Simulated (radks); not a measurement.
The numbers below are computed, except where a source is named.
Correlation energies from several functionals, in hartree. Species: Mg [Ne] 3s2; Bi [Hg] 6p3; Mn18+ [He] 2s2 2p3; Be+ [He] 2s1. Code: a radial shooting solver on a logarithmic mesh with Libxc functionals. Model: non-relativistic Kohn-Sham, exchange-only LDA, spin-polarised, spherical densities, point nucleus. Every spin shell is full or empty, so the densities are truly spherical. Functionals are evaluated on that one density, not self-consistently.

| functional | Mg | Bi | Mn18+ | Be+ |
|---|---|---|---|---|
| PW92 | -0.88568 | -8.6243 | -0.70141 | -0.17198 |
| VWN5 | -0.88979 | -8.6596 | -0.70450 | -0.17281 |
| Chachiyo | -0.86856 | -8.5299 | -0.68086 | -0.16857 |
| PBEsol | -0.48165 | -5.6936 | -0.27303 | -0.068421 |
| LYP | -0.45987 | -4.4749 | -0.27229 | -0.061320 |
| SCAN | -0.40992 | -5.1217 | -0.22921 | -0.050163 |
| r2SCAN | -0.41304 | -5.1394 | -0.23147 | -0.050229 |
| B95 | -0.46727 | -6.3057 | -0.32894 | -0.061665 |
